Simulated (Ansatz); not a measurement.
The cluster Cu3Cl6⁺: single points at one geometry.

```yaml
crystal:
  periodic: [false, false, false]
  atoms:
    - {symbol: Cu, position_ang: [0.178063, 0.293690, 1.824111]}
    - {symbol: Cu, position_ang: [-0.250023, -0.040688, -2.431422]}
    - {symbol: Cu, position_ang: [-2.309711, 1.362254, -0.122033]}
    - {symbol: Cl, position_ang: [1.347660, -1.154637, -3.207108]}
    - {symbol: Cl, position_ang: [2.055118, -0.549903, 2.755051]}
    - {symbol: Cl, position_ang: [-1.722796, 1.382134, 1.962151]}
    - {symbol: Cl, position_ang: [2.244477, -2.410238, 1.856267]}
    - {symbol: Cl, position_ang: [-2.182892, 1.031282, -2.255012]}
    - {symbol: Cl, position_ang: [0.640115, 0.086106, -0.382005]}
basis:
  gaussian: {orbitals: def2-SVP, initial_orbitals: start.molden}
total_charge: 1
hamiltonian: {xc: pbe}
correlation: {method: rpa, frozen_orbitals: {Cl: 5, Cu: 9}}
scf: {omitted_lower_state_checks: [starts]}
```

The file start.molden holds the orbitals of an earlier run on this structure, at another level or in another basis.

```sh
$ ansatz run in.yaml --threads 4 --pin off --events-out ev --progress --plain --max-ram 4787MiB
```

Output, abridged:

```
Functional definition: PBE
2010 factors; integrals over basis functions are off by at most 9.8e-4 eV
mean field evaluation 1: about -208962.1427 eV, gradient 1.6e1 eV
mean field evaluation 2: about -208962.7231 eV, gradient 1.2e0 eV
mean field evaluation 4: about -208962.7292 eV, gradient 1.5e-1 eV
mean field evaluation 8: about -208962.7293 eV, gradient 8.6e-6 eV
mean field -208962.72926298 eV, -7679.2386603894 hartree, gradient 8.6e-6 eV, S^2 0.000000; 0 other end points of the search recorded, 0 dependent functions left out; unrestricted orbitals would lower it
mean field evaluation 16: about -208768.1888 eV, gradient 2.2e1 eV
57 core orbitals not correlated: weight in the atoms' cores, before any rotation towards them, 1.000 or more for the frozen orbitals, at most 0.000 for the correlated occupied ones
reference -208762.43221939 eV, -7671.8778798037 hartree; 37, 37 occupied and 107, 107 virtual orbitals, 2010 factors
Total energy: -208833.47010201 eV, -7674.4884738389 hartree
Checks for a lower state left out: starts
```

Run time 40 s (4 threads of Intel Xeon on a shared host), peak host memory 1.6 GiB.

As the first input, with `gaussian: {orbitals: def2-TZVP, initial_orbitals: start.molden}`, `hamiltonian: {xc: pbe, dispersion: d4}`, `output: {forces: true, orbitals: {seedname: orbitals}}` and without the key `correlation` (abridged; 14 s):

```
Functional definition: PBE
mean field -209009.21524219 eV, -7680.9469886162 hartree, gradient 1.6e-5 eV, S^2 0.000000
Total energy: -209009.76503076 eV, -7680.9671929732 hartree
Atom 0 force     0.042124     0.022859     0.110163 eV/Å
Atom 1 force     0.032234    -0.044220     0.030599 eV/Å
Atom 2 force     0.003114    -0.015720    -0.005614 eV/Å
Atom 3 force    -0.124824     0.099920     0.061514 eV/Å
Atom 4 force    -0.114103    -0.637274    -0.455999 eV/Å
Atom 5 force     0.063401    -0.052386    -0.190584 eV/Å
Atom 6 force    -0.022218     0.646440     0.361260 eV/Å
Atom 7 force     0.110558    -0.025921     0.160271 eV/Å
Atom 8 force     0.009715     0.006302    -0.071610 eV/Å
Dipole moment:    -0.006349    -0.025819     0.699298 e Å
Checks for a lower state left out: starts
```

First input, but with `gaussian: {orbitals: def2-TZVP, initial_orbitals: start.molden}`, `hamiltonian: {xc: pbe0, dispersion: d4}`, `output: {orbitals: {seedname: orbitals}}` and without the key `correlation` (abridged; 30 s):

```
Functional definition: PBE0
the host lacks memory for fits, so the integrals are decomposed
mean field -209013.49858115 eV, -7681.1043984196 hartree, gradient 1.4e-5 eV, S^2 0.000000
Total energy: -209013.98255487 eV, -7681.1221841255 hartree
Checks for a lower state left out: starts
```

The first input with `gaussian: {orbitals: STO-3G}`, `hamiltonian: {xc: hf}`, `output: {orbitals: {seedname: orbitals}}` and without the key `correlation` (abridged; 12 s):

```
Functional definition: HF
mean field evaluation 16: about -206472.6990 eV, gradient 3.9e1 eV
mean field evaluation 32: about -206486.8543 eV, gradient 2.1e-5 eV
mean field -206486.85429729 eV, -7588.2519336086 hartree, gradient 1.1e-5 eV, S^2 0.000000
Total energy: -206486.85429729 eV, -7588.2519336086 hartree
Checks for a lower state left out: starts
```

The first input with `gaussian: {orbitals: def2-TZVP, initial_orbitals: start.molden}`, `hamiltonian: {xc: {name: BHLYP}, dispersion: d4}`, `output: {orbitals: {seedname: orbitals}}` and without the key `correlation` (abridged; 30 s):

```
Functional definition: BHLYP
mean field -209051.79486313 eV, -7682.5117608243 hartree, gradient 4.7e-5 eV, S^2 0.000000
Total energy: -209052.63450913 eV, -7682.5426172454 hartree
Checks for a lower state left out: starts
```

As the first input, with `gaussian: {orbitals: def2-TZVP, initial_orbitals: start.molden}`, `hamiltonian: {xc: {name: LC-wPBE}}`, `output: {orbitals: {seedname: orbitals}}` and without the key `correlation` (abridged; 29 s):

```
Functional definition: LC-wPBE
mean field -209019.37811647 eV, -7681.3204673574 hartree, gradient 2.1e-5 eV, S^2 0.000000
Total energy: -209019.37811648 eV, -7681.3204673578 hartree
Checks for a lower state left out: starts
```

The first input with `gaussian: {orbitals: def2-TZVP, initial_orbitals: start.molden}`, `hamiltonian: {xc: hf}`, `output: {orbitals: {seedname: orbitals}}` and without the key `correlation` (abridged; 36 s):

```
Functional definition: HF
mean field -208811.01920642 eV, -7673.6634186436 hartree, gradient 2.6e-5 eV, S^2 0.000000
Total energy: -208811.01920642 eV, -7673.6634186436 hartree
Checks for a lower state left out: starts
```

Geometry: r2SCAN-D4/def2-SVP.

LC-ωPBE has ω = 0.4 bohr⁻¹. Correlated methods freeze 57 core orbitals. At RPA@PBE/def2-SVP the restricted singlet (for correlated methods, its reference) is unstable: a solution with broken spin symmetry lies lower. The restricted singlet is unstable towards broken spin symmetry at other levels; at PBE-D4/def2-TZVP, PBE0-D4/def2-TZVP, BHLYP-D4/def2-TZVP, LC-ωPBE/def2-TZVP this wasn't settled. The restricted singlet is unstable towards broken spin symmetry in Hartree–Fock (as tested in another run); at HF/STO-3G, HF/def2-TZVP this wasn't settled. In the singlet, Cl5 and Cl7 lie 2.07 Å apart (atoms count from 1), so these atoms are partly bonded to each other. Another isomer (singlet) lies 0.41 eV lower at PBE0-D4/def2-TZVP; other spin states weren't run for this one.
